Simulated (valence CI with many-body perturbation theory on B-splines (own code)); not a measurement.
## Co XIV in three bases

Computed by configuration interaction combined with many-body perturbation theory (CI+MBPT): four valence electrons over a frozen Dirac-Fock core [Ne], a basis of 9 s, 9 p, 8 d, 6 f, 3 g, 1 h functions for each j, with the one-electron correlation potential Σ1 (screened to all orders), the two-electron term Σ2, the three-electron term Σ3, Breit, model QED; selected single and double excitations, second order for the rest, scaled by the run's own slope (own B-spline code, finite nucleus).

No measured spectrum was set against this ion. As an estimate, levels of excited configurations hold to 0.05 to 0.15 % of their energy, terms of the ground configuration to about 0.5 %.

The reference run has the lowest level 3s2 3p2 3P_0 and an ionisation energy of 409.357 eV. Its largest variational space holds 20158 state functions.

Names give the largest LS component (configuration and term), which can be under half, so a name can repeat, a term be missing and a line seem to break the LS rules; names also repeat where a configuration has a term twice.

Changed runs:
A. basis 6 s, 6 p, 5 d, 3 f, 1 g
B. basis 5 s, 5 p, 4 d, 2 f

Excitation energies of the reference run in cm⁻¹, and shifts in cm⁻¹:

```tsv
Level	Reference	A	B
3s2 3p2 3P_1	11839	-12	-34
3s2 3p2 3P_2	22689	+3.0	+22
3s2 3p2 1D_2	55074	+109	+407
3s2 3p2 1S_0	101371	+191	+601
3s 3p3 5S°_2	233890	-199	-625
3s 3p3 3D°_1	310840	+3.2	+50
3s 3p3 3D°_2	311047	+3.9	+53
3s 3p3 3D°_3	314883	+0.8	+42
3s 3p3 3P°_0	356023	+80	+301
3s 3p3 3P°_1	357047	+77	+288
3s 3p3 3P°_2	357907	+69	+254
3s 3p3 1D°_2	392003	+73	+137
Ionisation energy (eV)	409.357	-0.020	-0.058
```
